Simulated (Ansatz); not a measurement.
Calculated with Ansatz (gas phase, PBE0-D4/def2-TZVP geometries, no zero-point term in ΔE). CCSD(T)/CBS adds triple-zeta CCSD(T) − MP2 to the extrapolated MP2 energy (def2 sets, frozen cores). This one scheme is used for every species. Functionals use def2-TZVPP. For Se outer-core shells are correlated without core-valence functions, which leaves a few kJ/mol of doubt a bond. Scalar relativity is left out up to krypton. One conformer a species, not always the lowest.

`[OH][Al]([OH])[SeH]` + `O[SiH2]F` → `O[SiH](F)[SeH]` + `[OH][AlH][OH]`  (formal exchange of groups at the Se–Al bond)

```csv
level,ΔE (kJ/mol)
B2PLYP,46.3
r2SCAN0,46.6
LC-ωPBE,44.1
CCSD/def2-TZVPP,49.6
```

Task: What does CCSD(T)/CBS give? (Best estimate.)

Result: The calculation gave: +46.5 kJ/mol. The listed levels differ from it by -0.2, 0.1, -2.4, 3.1 kJ/mol.

Largest T1 diagnostic among the species: 0.012.

From BLYP to BHLYP (50 % exact exchange), in def2-TZVPP and without D4, ΔE moves by +6.7 kJ/mol. In def2-TZVPP, CCSD(T) changes the Hartree–Fock value by −6.9 kJ/mol (the triples alone add −1.2 kJ/mol) and MP2 by −6.7 kJ/mol.
